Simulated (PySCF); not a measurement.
Al(Me)(Et)(OH) (C₃H₉AlO), SMILES C[CH2][Al]([CH3])[OH].

Geometry optimised at PBE-D3(BJ)/def2-SVP. The structure was generated by enumeration; whether it is a known compound was not checked. One conformer was computed; it need not be the lowest.

These are PBE-D3(BJ)/def2-SVP (PySCF 2.14.0) values and carry that method's errors.

Frequencies are harmonic and unscaled.

```json
[
 {"mode": "1", "ν (cm⁻¹)": "21", "IR (km/mol)": "0.0", "moving atoms (share of kinetic energy)": "H 89 %, C 10 %"},
 {"mode": "2", "ν (cm⁻¹)": "40", "IR (km/mol)": "0.2", "moving atoms (share of kinetic energy)": "H 58 %, C 35 %"},
 {"mode": "3", "ν (cm⁻¹)": "93", "IR (km/mol)": "3.0", "moving atoms (share of kinetic energy)": "C 37 %, H 27 %, O 26 %, Al 11 %"},
 {"mode": "4", "ν (cm⁻¹)": "144", "IR (km/mol)": "4.7", "moving atoms (share of kinetic energy)": "H 55 %, Al 29 %"},
 {"mode": "5", "ν (cm⁻¹)": "177", "IR (km/mol)": "3.1", "moving atoms (share of kinetic energy)": "C 35 %, H 29 %, O 28 %, Al 8 %"},
 {"mode": "6", "ν (cm⁻¹)": "236", "IR (km/mol)": "1.4", "moving atoms (share of kinetic energy)": "H 65 %, Al 24 %, C 9 %"},
 {"mode": "7", "ν (cm⁻¹)": "291", "IR (km/mol)": "23.5", "moving atoms (share of kinetic energy)": "C 51 %, H 25 %, Al 18 %"},
 {"mode": "8", "ν (cm⁻¹)": "397", "IR (km/mol)": "96.0", "moving atoms (share of kinetic energy)": "H 91 %, O 9 %"},
 {"mode": "9", "ν (cm⁻¹)": "512", "IR (km/mol)": "3.7", "moving atoms (share of kinetic energy)": "C 60 %, H 25 %, O 10 %"},
 {"mode": "10", "ν (cm⁻¹)": "541", "IR (km/mol)": "20.9", "moving atoms (share of kinetic energy)": "H 80 %, C 18 %"},
 {"mode": "11", "ν (cm⁻¹)": "583", "IR (km/mol)": "115.8", "moving atoms (share of kinetic energy)": "H 74 %, O 18 %"},
 {"mode": "12", "ν (cm⁻¹)": "625", "IR (km/mol)": "12.9", "moving atoms (share of kinetic energy)": "H 46 %, C 30 %, Al 16 %"},
 {"mode": "13", "ν (cm⁻¹)": "643", "IR (km/mol)": "54.2", "moving atoms (share of kinetic energy)": "H 70 %, C 20 %, Al 9 %"},
 {"mode": "14", "ν (cm⁻¹)": "701", "IR (km/mol)": "189.9", "moving atoms (share of kinetic energy)": "H 43 %, Al 32 %, C 23 %"},
 {"mode": "15", "ν (cm⁻¹)": "835", "IR (km/mol)": "94.2", "moving atoms (share of kinetic energy)": "Al 44 %, O 42 %, H 11 %"},
 {"mode": "16", "ν (cm⁻¹)": "892", "IR (km/mol)": "2.4", "moving atoms (share of kinetic energy)": "H 91 %"},
 {"mode": "17", "ν (cm⁻¹)": "928", "IR (km/mol)": "15.0", "moving atoms (share of kinetic energy)": "H 85 %, C 13 %"},
 {"mode": "18", "ν (cm⁻¹)": "1016", "IR (km/mol)": "21.0", "moving atoms (share of kinetic energy)": "C 76 %, H 24 %"},
 {"mode": "19", "ν (cm⁻¹)": "1161", "IR (km/mol)": "19.9", "moving atoms (share of kinetic energy)": "H 78 %, C 22 %"},
 {"mode": "20", "ν (cm⁻¹)": "1169", "IR (km/mol)": "9.8", "moving atoms (share of kinetic energy)": "H 61 %, C 39 %"},
 {"mode": "21", "ν (cm⁻¹)": "1197", "IR (km/mol)": "1.9", "moving atoms (share of kinetic energy)": "H 77 %, C 23 %"},
 {"mode": "22", "ν (cm⁻¹)": "1344", "IR (km/mol)": "6.0", "moving atoms (share of kinetic energy)": "H 83 %, C 17 %"},
 {"mode": "23", "ν (cm⁻¹)": "1373", "IR (km/mol)": "2.0", "moving atoms (share of kinetic energy)": "H 91 %, C 9 %"},
 {"mode": "24", "ν (cm⁻¹)": "1377", "IR (km/mol)": "2.8", "moving atoms (share of kinetic energy)": "H 95 %"},
 {"mode": "25", "ν (cm⁻¹)": "1379", "IR (km/mol)": "2.5", "moving atoms (share of kinetic energy)": "H 95 %"},
 {"mode": "26", "ν (cm⁻¹)": "1422", "IR (km/mol)": "2.2", "moving atoms (share of kinetic energy)": "H 97 %"},
 {"mode": "27", "ν (cm⁻¹)": "1434", "IR (km/mol)": "5.8", "moving atoms (share of kinetic energy)": "H 97 %"},
 {"mode": "28", "ν (cm⁻¹)": "2944", "IR (km/mol)": "21.4", "moving atoms (share of kinetic energy)": "H 95 %"},
 {"mode": "29", "ν (cm⁻¹)": "2950", "IR (km/mol)": "42.5", "moving atoms (share of kinetic energy)": "H 97 %"},
 {"mode": "30", "ν (cm⁻¹)": "2964", "IR (km/mol)": "3.3", "moving atoms (share of kinetic energy)": "H 97 %"},
 {"mode": "31", "ν (cm⁻¹)": "2985", "IR (km/mol)": "6.7", "moving atoms (share of kinetic energy)": "H 91 %, C 9 %"},
 {"mode": "32", "ν (cm⁻¹)": "3024", "IR (km/mol)": "28.3", "moving atoms (share of kinetic energy)": "H 91 %, C 9 %"},
 {"mode": "33", "ν (cm⁻¹)": "3035", "IR (km/mol)": "28.7", "moving atoms (share of kinetic energy)": "H 91 %, C 9 %"},
 {"mode": "34", "ν (cm⁻¹)": "3051", "IR (km/mol)": "5.8", "moving atoms (share of kinetic energy)": "H 91 %, C 9 %"},
 {"mode": "35", "ν (cm⁻¹)": "3076", "IR (km/mol)": "4.6", "moving atoms (share of kinetic energy)": "H 91 %, C 9 %"},
 {"mode": "36", "ν (cm⁻¹)": "3801", "IR (km/mol)": "43.7", "moving atoms (share of kinetic energy)": "H 94 %"}
]
```
